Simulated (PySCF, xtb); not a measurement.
C3H7BO, SMILES C=CB(C)O. The values are those of a single conformer.

Harmonic wavenumbers (cm⁻¹) from GFN2-xTB in xtb at its own minimum, in rising order: 52, 87, 190, 315, 328, 469, 555, 647, 715, 862, 869, 928, 930, 1022, 1044, 1157, 1297, 1318, 1392, 1409, 1497, 1505, 1661, 3008, 3014, 3025, 3029, 3072, 3112, 3602.

Question: What does PBE-D3(BJ)/def2-SVP run with PySCF give at its own minimum? (Estimate from the structure and the level; the computed values follow.)

Answer: 73, 95, 205, 323, 370, 480, 542, 618, 710, 806, 863, 941, 963, 999, 1020, 1171, 1254, 1286, 1337, 1379, 1384, 1412, 1636, 2957, 3038, 3048, 3052, 3062, 3146, 3737. Paired by order, the mean absolute difference is 34 cm⁻¹ and the zero-point energies are 60.2 and 59.9 kcal/mol.
